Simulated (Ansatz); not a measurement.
System: C4H2FS, charge -1, multiplicity 1. It need not be the lowest isomer of its formula. Whether it binds its extra electron was not tested at this geometry. 
Geometry from a B3LYP-D3(BJ)/def2-TZVP (Ansatz, a quantum-chemistry and plane-wave program) optimisation:
```xyz
8

F      2.1217    -0.0645     0.0273
C      0.7709     0.1552    -0.0287
C      0.1683     1.3444    -0.2893
C     -1.2802     1.3167    -0.2925
C     -1.6777     0.0520    -0.0218
S     -0.3181    -1.1546     0.2474
H      0.7705     2.2299    -0.4768
H     -2.6636    -0.3860     0.0666
```
Charge -1, spin multiplicity 1.

Parts of the frozen-core correlation energy in cc-pwCVTZ (Ansatz, hartree). Frozen orbitals: 10; correlated occupied orbitals by spin: 16 and 16; virtual: 276 and 276. No spin-orbit coupling. Non-relativistic. The restricted reference is unstable.

```csv
term,value
reference (HF),-649.61367
MP2 opposite-spin,-0.79823
MP2 same-spin,-0.28283
CCSD correlation,-1.09352
(T),-0.05946
T1 diagnostic,0.018
largest doubles amplitude,0.069
```
